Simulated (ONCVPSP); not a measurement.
## zirconium (Zr): excitation energies, all-electron against ONCV

```
Element                 : zirconium
Generator               : ONCVPSP 4.0.1
Type                    : optimised norm-conserving Vanderbilt (ONCV)
Functional              : LDA (Perdew-Zunger)
Relativity              : fully relativistic
Frozen core             : [Ar] 3d10
Valence charge          : 12
Reference configuration : 4s2 4p6 4d2 5s2
Partial waves           : 4s+5s: rc 1.95 bohr, ncon 5, nbas 10, qcut 6 1/bohr, 3 projectors, debl 3.8 Ha; 4p: rc 1.60 bohr, ncon 5, nbas 8, qcut 10.6 1/bohr, 2 projectors, debl 0.7 Ha; 4d: rc 2.20 bohr, ncon 4, nbas 8, qcut 7 1/bohr, 2 projectors, debl 2.9 Ha
Local potential         : polynomial inside 1.20 bohr (lpopt 5, dvloc0 0 Ha)
Core correction         : Teter function, fcfact 3.25, rcfact 1.15
```

Open shells are filled in proportion to 2j + 1.

In the p channel the program set the typed energies aside and used -1.173, 0.250 Ha (j = l + 1/2; the other j can differ).

Energies are relative to the spin-unpolarised reference configuration 4s2 4p6 4d2 5s2; without spin polarisation the order of configurations can differ from experiment.

| valence configuration | charge | ΔE all-electron (eV) | error AE − PS (meV) |
| --- | --- | --- | --- |
| 4s2 4p6 4d2 5s1 | +1 | 7.352 | -0.4 |
| 4s2 4p6 4d1 5s0 | +3 | 43.411 | +0.8 |

Question: What are ΔE and the potential's error for 4s2 4p6 4d3 5s0?

Answer: ΔE = 7.810 eV all-electron; the error (AE − PS) is -3.0 meV.

Question: What are ΔE and the potential's error for 4s2 4p6 4d2 5s0?

Answer: ΔE = 20.593 eV all-electron; the error (AE − PS) is -3.3 meV.

Levels in the configuration 4s2 4p6 4d2 5s0:

| level | all-electron (eV) | pseudo (eV) |
| --- | --- | --- |
| 4s j=1/2 | -69.078 | -69.124 |
| 4p j=3/2 | -46.462 | -46.474 |
| 4p j=1/2 | -48.276 | -48.290 |
| 4d j=5/2 | -17.449 | -17.449 |
| 4d j=3/2 | -17.606 | -17.605 |
